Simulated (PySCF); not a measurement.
Cl5Nb, charge -1, doublet, geometry from GFN2-xTB (such geometries of metal compounds can be far from the true shape) (the multiplicity is a formal guess) (core potentials on Nb). Base run: DF-TPSS/def2-SVP (PySCF).

PySCF was given this input:
```python
from pyscf import gto, scf, dft

mol = gto.M(
    atom='''
Nb   -0.08605415    0.01826542    0.05623721
Cl    1.86039851   -0.39487872   -1.21578815
Cl    0.97858169   -1.02629909    2.00042968
Cl   -1.12922243    1.05827333   -1.90198452
Cl   -1.53365921   -1.72671987   -0.09399808
Cl    0.03144382    2.04557246    1.07571015
''',
    basis='def2-svp',
    ecp={'Nb': 'def2-svp'},
    charge=-1,
    spin=1,
    verbose=3,
)

mf = dft.UKS(mol)
mf.xc = 'tpss'
mf = mf.density_fit(auxbasis='def2-universal-jkfit')
mf.kernel()
```

Each row names what was changed in the base input (with any setting that the change needs).

| change | basis functions | E (Eh) | HOMO (eV) | core-seconds (rough) | outcome |
|---|---|---|---|---|---|
| base | 121 | -2357.75476 | -0.08 | 80 | converged |
| basis = def2-TZVP | - | - | - | - | cut at the time limit |
| basis = LANL2DZ | 62 | -131.38048 | -0.79 | 30 | converged |
| basis = def2-SV(P) | 114 | -2357.74131 | -0.13 | 90 | converged |
| basis = def2-SVPD | 169 | -2357.79128 | -0.65 | 100 | converged |

Totals compare only among sets that treat the same electrons; sets with core potentials leave the core out.

Open shells are given as the SCF converged; they aren't shown to be the lowest states, and a large step between rows can be another state.
